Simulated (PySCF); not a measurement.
Gas-phase reaction: GeBr₂ + F₂ → GeF₂ + Br₂. Level: PBE0/def2-TZVP; standard pressure 1 bar.

Energies from PySCF, thermal terms from the rigid-rotor harmonic-oscillator model, ideal gas at 1 bar. All species are closed-shell singlets. Br, Ge: all electrons, no relativistic terms. The harmonic model lacks anharmonicity and excited electronic states, which grow with temperature; levels with a mode under 35 cm⁻¹ are left out. Soft modes under 120 cm⁻¹ make the harmonic entropy rough for GeBr₂.

```csv
T (K),1000/T (1/K),log10 K
1200,0.8333,17.56
1400,0.7143,15.01
1600,0.6250,13.11
1800,0.5556,11.62
2000,0.5000,?
2500,0.4000,8.30
```

Question: Fit log10 K = a + b·(1000/T) to the five rows, get the mean ΔH° and ΔS°, and predict log10 K at 2000 K.

Answer: Means: 1000/T = 0.6256, log10 K = 13.120. Sums of products about the means: Sxy = 2.28223, Sxx = 0.106803, so b = Sxy/Sxx = 21.37 and a = 13.120 − (21.37)×0.6256 = -0.25.
ΔH° = −R ln 10 × 1000 K × b = −19.145 × (21.37) = -409 kJ; ΔS° = R ln 10 × a = -5 J/K. The run's own values go from -409 kJ and -5 J/K at 1200 K to -409 kJ and -5 J/K at 2500 K.
Prediction at 2000 K: -0.25 + (21.37)×0.5000 = 10.44. The computed value is 10.44, 0.00 from the line.
For scale, ΔH°(298 K) is -409 kJ at this level, -426 kJ at ωB97M-V/def2-TZVP†, and runs from -459 to -376 kJ over the 20 levels computed († marks an energy on the PBE0/def2-TZVP geometry).
